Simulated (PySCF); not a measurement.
Spin-orbit coupling and the second ionisation energy along the third row

Two-component X2C-1e calculated with PySCF 2.14: MP2 on generalised Hartree-Fock spinors (GMP2), with spin-orbit coupling off and on (screened by Boettger's factors); no Breit or QED terms. Values in eV; the references (NIST) lie between the lowest levels. Elements whose determinants are no pure J levels are left out.

| element | configurations | spin-free | with spin-orbit | shift | reference |
| --- | --- | --- | --- | --- | --- |
| Mg (x2c-QZVPPall-2c, [Ne] frozen) | [Ne] 3s1 → [Ne] | 14.745 | 14.745 | 0.000 | 15.035 |
| Al (x2c-QZVPPall-2c, [Ne] frozen) | [Ne] 3s2 → [Ne] 3s1 | 18.350 | 18.350 | 0.000 | 18.829 |
| Si (x2c-QZVPPall-2c, [Ne] frozen) | [Ne] 3s2 3p1 → [Ne] 3s2 | 16.121 | 16.143 | 0.023 | 16.346 |
| Cl (x2c-QZVPPall-2c, [Ne] frozen) | [Ne] 3s2 3p4 → [Ne] 3s2 3p3 | 23.485 | 23.529 | 0.045 | 23.814 |
| Ar (x2c-QZVPPall-2c, [Ne] frozen) | [Ne] 3s2 3p5 → [Ne] 3s2 3p4 | 27.462 | 27.451 | -0.012 | 27.630 |

What remains against the references is mostly the basis and correlation beyond MP2.
